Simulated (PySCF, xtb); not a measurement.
C3H4ClNSi, SMILES Cl[Si@@H]1C=CN=C1.

GFN2-xTB in xtb at its own geometry gives an orbital gap of 1.83 eV and a dipole moment of 1.74 D.

The structure is a stationary point at r2SCAN-D4/def2-SVP. The structure was generated by enumeration; whether it is a known compound was not checked.

**Question.** What does B3LYP/def2-TZVP (PySCF) give? (Estimate from the structure and the level; the computed values follow.)

**Answer.** gap 4.54 eV (levels -7.22 and -2.68 eV), dipole 1.22 D.
